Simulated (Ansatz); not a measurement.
PBE exchange is replaced step by step with exact exchange (0 % is PBE, 25 % PBE0; no dispersion term), basis def2-TZVPD, Ansatz. System: the cluster Sn₂H₂⁻. Charge -1, multiplicity 2. Geometry: PBE-D4/def2-TZVPD, each spin state at its own.

Geometry of the doublet:

```xyz
4

Sn    0.8677   -0.7773    0.8087
Sn   -1.0734    0.5161   -0.7697
H    -1.6835    1.6201    0.5342
H     1.8892   -1.3589   -0.5731
```

In the def2 sets Sn takes a core potential; there is no spin–orbit coupling. At PBE-D4/def2-TZVPD, PBE with 5 % exact exchange/def2-TZVPD, PBE with 10 % exact exchange/def2-TZVPD the highest occupied level of the charge -1 doublet lies above zero (up to 0.32 eV). By energy differences its removal costs 1.94 eV (vertical, to the charge 0 triplet, at PBE-D4/def2-TZVPD); a positive level beside a positive removal energy at the same level points to self-interaction error. At PBE-D4/def2-TZVPD, PBE with 5 % exact exchange/def2-TZVPD, PBE with 10 % exact exchange/def2-TZVPD, PBE with 15 % exact exchange/def2-TZVPD the highest occupied level of the charge -1 quartet lies above zero (up to 0.58 eV). It is a level of α spin, whose loss leaves a triplet; that state wasn't run at this geometry and level. The electron is either unbound and held by the finite basis, or the level is raised by self-interaction error. The structure comes from a short search, and lower isomers may exist.

HOMO and LUMO are taken over both spins.

```json
{"exact exchange (%)": "0", "HOMO (eV)": "0.32", "LUMO (eV)": "0.66", "gap (eV)": "0.34", "⟨S²⟩": "0.756", "quartet − doublet (kJ/mol)": "69.2"}
{"exact exchange (%)": "5", "HOMO (eV)": "0.18", "LUMO (eV)": "0.80", "gap (eV)": "0.62", "⟨S²⟩": "0.757", "quartet − doublet (kJ/mol)": "67.0"}
{"exact exchange (%)": "10", "HOMO (eV)": "0.04", "LUMO (eV)": "0.94", "gap (eV)": "0.90", "⟨S²⟩": "0.758", "quartet − doublet (kJ/mol)": "64.9"}
{"exact exchange (%)": "15", "HOMO (eV)": "-0.10", "LUMO (eV)": "1.09", "gap (eV)": "1.18", "⟨S²⟩": "0.759", "quartet − doublet (kJ/mol)": "62.8"}
{"exact exchange (%)": "25", "HOMO (eV)": "-0.38", "LUMO (eV)": "1.37", "gap (eV)": "1.75", "⟨S²⟩": "0.762", "quartet − doublet (kJ/mol)": "58.9"}
{"exact exchange (%)": "35", "HOMO (eV)": "-0.68", "LUMO (eV)": "1.65", "gap (eV)": "2.33", "⟨S²⟩": "0.764", "quartet − doublet (kJ/mol)": "55.3"}
{"exact exchange (%)": "50", "HOMO (eV)": "-1.14", "LUMO (eV)": "2.08", "gap (eV)": "3.21", "⟨S²⟩": "0.768", "quartet − doublet (kJ/mol)": "50.1"}
```
